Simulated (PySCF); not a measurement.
# One molecule, several mistakes: BGeH3O2

All numbers below are calculated, not measured. They come from PySCF 2.14.0, an open-source quantum chemistry program, on an isolated molecule that a program drew, which may never have been made. The molecule is BGeH3O2 (charge 0, singlet), drawn as the SMILES string `[O]=[GeH][BH]O`.

Each row is a Hartree-Fock (HF) and frozen-core CCSD(T) single point in the cc-pVDZ basis, meant for a local HF minimum. Run 1 is clean. Each other run has one planted mistake out of seven kinds, and not every kind appears here: one electron removed, one electron added, multiplicity raised by two, geometry at a saddle point, minimal basis STO-3G, one bond length entered in bohr, all coordinates scaled. The reference is restricted for singlets and unrestricted otherwise, and also for a bond in bohr. Adding or removing an electron swaps singlet and doublet. Electrons count all cores. HOMO and LUMO are orbital energies over both spins, the gradient is its largest component, and the lowest frequency (negative if imaginary) is given only where the gradient is small. Bond lengths are over the 6 bonds as drawn. T1 is the CCSD diagnostic: over 0.02 (restricted) or 0.045 (unrestricted) a single reference is doubtful. Germanium has the cc-pVDZ-PP basis, with a core potential (ECP10MDF) in place of its 10 inner electrons, and its 3s, 3p and 3d shells are frozen in CCSD(T).

Geometry of the clean run:
```xyz
7
BGeH3O2, angstrom
O    -1.4217    1.6402    0.7508
Ge   -0.1076    2.4509    0.2492
B     1.8513    1.6967    0.3216
O     2.8113    2.5094   -0.1369
H    -0.2540    3.8713   -0.3263
H     2.0822    0.6025    0.7501
H     3.6876    2.1508   -0.0957
```

```
run  electrons  basis functions  <S^2>  HOMO (eV)  LUMO (eV)  gradient (hartree/bohr)  lowest frequency (cm^-1)  mean bond (Å)  longest bond (Å)      T1  HF (hartree)  CCSD(T) (hartree)                          mistake
  1         56               80  0.000     -10.43       0.64                  8.1e-06                        39         1.4579             2.100  0.0258    -469.52597         -470.12294                         no fault
  2         56               80  0.000     -10.32       1.10                  1.6e-01                         -         1.3427             1.934  0.0203    -469.46404         -470.03904           all coordinates scaled
  3         56               80  0.922      -8.80       0.38                  1.8e-02                         -         1.6862             2.909  0.0364    -469.43717         -470.02057  one bond length entered in bohr
  4         57               80  0.773      -0.51       7.42                  6.6e-02                         -         1.4579             2.100  0.0223    -469.52369         -470.12325               one electron added
  5         55               80  0.764     -17.44      -5.65                  8.7e-02                         -         1.4579             2.100  0.0379    -469.25559         -469.79252                                ?
```

**Which mistake was planted in run 5, and what did it cost?**

It counts 55 electrons, one fewer than the clean run, at the same geometry and basis. So the mistake is: one electron removed. Subtracting run 1 and multiplying by 627.51 kcal/mol a hartree, the energy moved by 169.7 kcal/mol in HF and 207.3 kcal/mol in CCSD(T).

Cautions from the logs. Run 1: T1 is over the limit, so its CCSD(T) energy is less reliable; run 2: T1 is over the limit, so its CCSD(T) energy is less reliable.
